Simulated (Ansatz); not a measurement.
Basis sets compared for BiH2I. Charge 0, multiplicity 1. Geometry PBE-D4/def2-TZVP. Ansatz on 4 threads of Intel Xeon on a shared host; times are rough, and most runs start from earlier orbitals.

```tsv
atom	x (Å)	y (Å)	z (Å)
Bi1	0.708	-0.279	0.504
H2	-0.120	-1.531	-0.507
H3	1.092	0.643	-1.006
I4	-1.680	1.168	1.010
```

In the def2 sets Bi, I take a core potential; there is no spin–orbit coupling.

Binding counts from free atoms (Bi quartet, H doublet, I doublet) in the same basis, without a counterpoise term.

```
                            level  functions  energy (Eh)  HOMO (eV)  LUMO (eV)  binding per atom (eV)  wall time
                  PBE-D4/def2-SVP         62    -513.5632      -5.96      -2.90                   1.90      1.3 s
                 PBE-D4/def2-TZVP        112    -513.5853      -6.09      -2.96                   1.93      2.4 s
r2SCAN-D4/def2-TZVP (with forces)        112    -513.7848      -6.36      -2.80                   1.85      5.5 s
                 PBE0-D4/def2-SVP         62    -513.5646      -7.07      -2.24                   1.81      2.4 s
                PBE0-D4/def2-TZVP        112    -513.5847      -7.16      -2.28                   1.85      5.5 s
```

Problem. Estimate the rows for PBE-D4/def2-TZVPD, r2SCAN-D4/def2-TZVPD, PBE0-D4/def2-TZVPD.

Solution. 
| level | functions | energy (Eh) | HOMO (eV) | LUMO (eV) | binding per atom (eV) | wall time |
| --- | --- | --- | --- | --- | --- | --- |
| PBE-D4/def2-TZVPD | 133 | -513.5858 | -6.11 | -3.00 | 1.93 | 3 s |
| r2SCAN-D4/def2-TZVPD | 133 | -513.7852 | -6.37 | -2.83 | 1.85 | 4.3 s |
| PBE0-D4/def2-TZVPD | 133 | -513.5851 | -7.18 | -2.32 | 1.85 | 3.2 s |
